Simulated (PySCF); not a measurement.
# Reading the logs of faulty runs: CGeH7OSi

All numbers below are calculated, not measured. The program is PySCF 2.14.0, an open-source quantum chemistry code, run on an isolated molecule that a program drew, which may never have been made. The molecule is CGeH7OSi (charge 0, doublet), drawn as the SMILES string `[CH3][GeH][SiH2]O`.

Each row is a Hartree-Fock (HF) and frozen-core CCSD(T) single point in the cc-pV(D+d)Z basis, meant for a local HF minimum. Run 1 is clean. Each other run has one planted mistake out of seven kinds, and not every kind appears here: one electron removed, one electron added, multiplicity raised by two, geometry at a saddle point, minimal basis STO-3G, one bond length entered in bohr, all coordinates scaled. The reference is restricted for singlets and unrestricted otherwise, and also for a bond in bohr. Adding or removing an electron swaps singlet and doublet. Electrons count all cores. HOMO and LUMO are orbital energies over both spins, the gradient is its largest component, and the lowest frequency (negative if imaginary) is given only where the gradient is small. Bond lengths are over the 10 bonds as drawn. T1 is the CCSD diagnostic: over 0.02 (restricted) or 0.045 (unrestricted) a single reference is doubtful. Germanium has the cc-pVDZ-PP basis, with a core potential (ECP10MDF) in place of its 10 inner electrons, and its 3s, 3p and 3d shells are frozen in CCSD(T).

Geometry of the clean run:
```xyz
11
CGeH7OSi, angstrom
C    -0.3651   -1.3466    0.4751
Ge    0.1335    0.3740    1.3096
Si   -0.3734    2.3330    0.0156
O    -0.2427    3.7016    0.9373
H     0.2687   -1.5453   -0.3923
H    -1.4068   -1.3250    0.1514
H    -0.2371   -2.1594    1.1917
H     1.5975    0.3137    1.7853
H     0.5509    2.5356   -1.1176
H    -1.7491    2.1658   -0.5138
H    -0.6963    3.7405    1.7656
```

```
run,electrons,basis functions,<S^2>,HOMO (eV),LUMO (eV),gradient (hartree/bohr),lowest frequency (cm^-1),mean bond (Å),longest bond (Å),T1,HF (hartree),CCSD(T) (hartree),mistake
1,67,109,0.758,-8.15,1.15,1.5e-05,44,1.4753,2.402,0.0120,-699.14319,-699.72558,no fault
2,68,109,0.000,-0.56,8.05,4.4e-02,-,1.4753,2.402,0.0122,-699.13013,-699.74192,one electron added
3,67,109,3.771,-3.68,-1.99,3.4e-02,-,1.4753,2.402,0.0271,-698.91787,-699.50699,multiplicity raised by two
4,67,109,0.758,-8.21,1.05,2.4e-02,-,1.5152,2.467,0.0125,-699.13642,-699.72394,all coordinates scaled
5,67,109,1.571,-8.25,1.01,2.7e-02,-,1.5594,2.402,0.0569,-699.00669,-699.57858,one bond length entered in bohr
6,66,109,0.000,-16.08,-6.35,5.3e-02,-,1.4753,2.402,0.0139,-698.87666,-699.45120,?
```

**Which mistake was planted in run 6, and what did it cost?**

It counts 66 electrons, one fewer than the clean run, at the same geometry and basis. So the mistake is: one electron removed. Subtracting run 1 and multiplying by 627.51 kcal/mol a hartree, the energy moved by 167.3 kcal/mol in HF and 172.2 kcal/mol in CCSD(T).

Cautions from the logs. Run 5: T1 is over the limit, so its CCSD(T) energy is less reliable.
